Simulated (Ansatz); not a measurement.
Consider the ligand exchange at the Si–C bond: `N[SiH2]CBS` + `N[SiH](O)F` → `N[SiH2]O[SiH](N)F` + `CBS`.

Computed with Ansatz on PBE0-D4/def2-TZVP structures; ΔE is electronic, products minus reactants. CBS: MP2 limit from def2 TZ/QZ plus the TZ coupled-cluster correction, frozen cores. This one scheme is used for every species. Each species was taken in one conformer, which may not be the lowest.

`N[SiH2]CBS`:

```xyz
13

N     1.300    0.250    1.240
Si    1.040   -0.762   -0.125
C    -0.365   -0.049   -1.160
B    -1.643    0.003   -0.299
S    -2.107    1.381    0.741
H     0.550    0.405    1.896
H     2.190    0.221    1.712
H     0.699   -2.183    0.185
H     2.310   -0.762   -0.899
H    -0.015    0.929   -1.502
H    -0.472   -0.724   -2.016
H    -2.387   -0.929   -0.204
H    -1.099    2.219    0.432
```

`N[SiH](O)F`:

Z-matrix (Å, degrees):
```
Si
O 1 1.629
F 1 1.596 2 112.6
N 1 1.699 2 110.7 3 116.3
H 1 1.474 2 104.5 3 -115.6
H 2 0.959 1 117.0 3 -71.5
H 4 1.007 1 120.5 2 -153.1
H 4 1.006 1 121.6 2 56.5
```

`N[SiH2]O[SiH](N)F`:

```xyz
13

N     0.507   -1.325   -1.276
Si    0.988   -1.271    0.371
O     0.602    0.154    1.075
Si   -0.388    1.432    0.937
N    -1.488    1.126   -0.312
F     0.540    2.707    0.672
H    -0.134   -2.037   -1.585
H     1.138   -1.055   -2.014
H     2.458   -1.402    0.503
H     0.269   -2.366    1.066
H    -1.078    1.724    2.206
H    -2.221    1.768   -0.559
H    -1.193    0.546   -1.084
```

`CBS`:

Cartesian coordinates in Å:
```
C 0.226 1.015 0.363
B -0.121 -0.307 -0.385
S -0.185 -1.842 0.517
H -0.586 1.739 0.225
H 1.106 1.477 -0.099
H 0.414 0.907 1.433
H -0.348 -0.325 -1.559
H -0.505 -2.664 -0.496
```

| species | SCS-MP2/def2-QZVPP energy (Eh) |
| --- | --- |
| `N[SiH2]CBS` | -809.16047 |
| `N[SiH](O)F` | -521.20898 |
| `N[SiH2]O[SiH](N)F` | -866.83202 |
| `CBS` | -463.58097 |

Problem. Work out ΔE.

Solution. ΔE = (-866.83202) + (-463.58097) − (-809.16047) − (-521.20898) = -0.04354 Eh = -114.3 kJ/mol. CCSD(T)/CBS gives -109.9 kJ/mol.

Largest T1 diagnostic among the species: 0.013.

In def2-TZVPP, CCSD(T) changes the Hartree–Fock value by +25.8 kJ/mol (the triples alone add +3.8 kJ/mol) and MP2 by +27.4 kJ/mol. From PBE to PBE0 (25 % exact exchange), in def2-TZVPP and without D4, ΔE moves by −5.4 kJ/mol.
